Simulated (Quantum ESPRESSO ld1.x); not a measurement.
Results of a calculation; reference values are marked as such.
Q: Te7+, 45 electrons, occupied as [Kr] 4d9 (the NIST ground configuration). Level of theory: non-relativistic Kohn-Sham, LDA (Slater exchange, VWN5 correlation), spin-polarised, spherical densities, point nucleus; open shells are filled with parallel spins first; relativity is left out, which matters for an element this heavy (ld1.x of Quantum ESPRESSO 7.5). Some entries of the table are withheld. Estimate them.

| orbital | occ. | eigenvalue (hartree) | r(max) (bohr) |
|---|---|---|---|
| 1s up | 1 | -1119.5264 | 0.019 |
| 1s down | 1 | -1119.5259 | 0.019 |
| 2s up | 1 | -170.6967 | 0.107 |
| 2s down | 1 | -170.6838 | 0.107 |
| 2p up | 3 | -160.4863 | 0.084 |
| 2p down | 3 | -160.4762 | 0.084 |
| 3s up | 1 | -36.7672 | 0.306 |
| 3s down | 1 | -36.7585 | 0.306 |
| 3p up | 3 | -32.4926 | 0.292 |
| 3p down | 3 | -32.4834 | 0.292 |
| 3d up | 5 | (1) | 0.239 |
| 3d down | 5 | (2) | 0.239 |
| 4s up | 1 | -9.0923 | (3) |
| 4s down | 1 | -9.0554 | (4) |
| 4p up | 3 | (5) | 0.744 |
| 4p down | 3 | (6) | 0.744 |
| 4d up | 5 | -5.0527 | 0.793 |
| 4d down | 4 | -5.0179 | 0.793 |

A: 
(1) 3d up eigenvalue (hartree): -24.5268
(2) 3d down eigenvalue (hartree): -24.5149
(3) 4s up r(max) (bohr): 0.727
(4) 4s down r(max) (bohr): 0.727
(5) 4p up eigenvalue (hartree): -7.6030
(6) 4p down eigenvalue (hartree): -7.5665
